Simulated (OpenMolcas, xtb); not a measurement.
**CHClGeNO (SMILES O=C=[N][GeH][Cl]): methods side by side**

CHClGeNO has 6 atoms, charge 0, and is taken as a doublet. SMILES: `O=C=[N][GeH][Cl]`. Geometry: relaxed at PBE0-D4/def2-TZVP. This is one conformer, not always the lowest.

```xyz
6

O     0.0241   -1.6171   -2.2451
C    -0.2429   -1.0200   -1.2847
N    -0.5752   -0.4543   -0.2730
Ge   -0.1533    1.0673    0.6511
Cl    1.9469    0.9762    1.1328
H    -0.9577    0.9839    1.9727
```

Quantity: the vertical ionisation energy (to the singlet cation), in eV. The values are calculated.

| level | kind | program | value (eV) | CPU time (all runs) |
| --- | --- | --- | --- | --- |
| GFN1-xTB | semi-empirical | xtb | 13.18 | under 2 s |
| UHF/def2-SVP | Hartree–Fock | OpenMolcas | 9.10 | 34 s |
| USVWN5/def2-SVP | LDA | OpenMolcas | 8.76 | 71 s |
| UBLYP/def2-SVP | GGA | OpenMolcas | 8.47 | 90 s |
| UTPSS/def2-SVP | meta-GGA | OpenMolcas | 8.79 | 1.8 min |
| UB3LYP/def2-SVP | global hybrid | OpenMolcas | 8.94 | 91 s |
| UM06-2X/def2-SVP | hybrid meta-GGA | OpenMolcas | 9.16 | 1.7 min |

All-electron rows without a relativistic Hamiltonian named are non-relativistic. The values span 8.47 to 13.18 eV. The xTB values lack the empirical shift that such differences need. Times are those of the runs behind each value, whatever else they computed, on shared processors of several kinds: orders of magnitude only.
